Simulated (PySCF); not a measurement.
# Reading the logs of faulty runs: BHNO anion

All numbers below are calculated, not measured. They come from PySCF 2.14.0, an open-source quantum chemistry program, on an isolated molecule that a program drew, which may never have been made. The molecule is BHNO anion (charge -1, singlet), drawn as the SMILES string `N=B[O-]`.

Each row is a Hartree-Fock (HF) and frozen-core CCSD(T) single point in the aug-cc-pVDZ basis, meant for a local HF minimum. Run 1 is clean. Each other run has one planted mistake out of seven kinds, and not every kind appears here: one electron removed, one electron added, multiplicity raised by two, geometry at a saddle point, minimal basis STO-3G, one bond length entered in bohr, all coordinates scaled. The reference is restricted for singlets and unrestricted otherwise, and also for a bond in bohr. Adding or removing an electron swaps singlet and doublet. Electrons count all cores. HOMO and LUMO are orbital energies over both spins, the gradient is its largest component, and the lowest frequency (negative if imaginary) is given only where the gradient is small. Bond lengths are over the 3 bonds as drawn. T1 is the CCSD diagnostic: over 0.02 (restricted) or 0.045 (unrestricted) a single reference is doubtful.

Geometry of the clean run:
```xyz
4
BHNO anion, angstrom
N     1.2874   -0.7223   -1.3843
B     1.9114   -0.9770   -0.2295
O     2.5644   -1.1827    0.8069
H     0.3116   -0.9477   -1.4248
```

```
run  electrons  basis functions  <S^2>  HOMO (eV)  LUMO (eV)  gradient (hartree/bohr)  lowest frequency (cm^-1)  mean bond (Å)  longest bond (Å)      T1  HF (hartree)  CCSD(T) (hartree)                          mistake
  1         22               78  0.000      -3.89       4.38                  3.6e-05                       530         1.1938             1.337  0.0181    -154.68353         -155.16949                         no fault
  2         22               78  0.000      -3.93       4.37                  4.8e-02                         -         1.2332             1.381  0.0193    -154.67835         -155.17120           all coordinates scaled
  3         22               16  0.000       2.17      19.72                  5.2e-02                         -         1.1938             1.337  0.0221    -152.40511         -152.58050             minimal basis STO-3G
  4         22               78  0.811      -3.89       4.47                  2.9e-02                         -         1.4911             1.894  0.0623    -154.56246         -155.03651  one bond length entered in bohr
  5         22               78  2.023       0.47       3.71                  1.1e-01                         -         1.1938             1.337  0.0370    -154.59675         -155.04497                                ?
```

**Which mistake was planted in run 5, and what did it cost?**

Electrons, basis and geometry are unchanged, and <S^2> is 2.023, beside S(S+1) = 2.00 for a multiplicity of 3. So the mistake is: multiplicity raised by two. Subtracting run 1 and multiplying by 627.51 kcal/mol a hartree, the energy moved by 54.5 kcal/mol in HF and 78.1 kcal/mol in CCSD(T).

Cautions from the logs. Run 3: T1 is over the limit, so its CCSD(T) energy is less reliable and the HOMO is above zero, so the electron isn't bound and the energy depends on the basis; run 4: T1 is over the limit, so its CCSD(T) energy is less reliable; run 5: the HOMO is above zero, so the electron isn't bound and the energy depends on the basis.
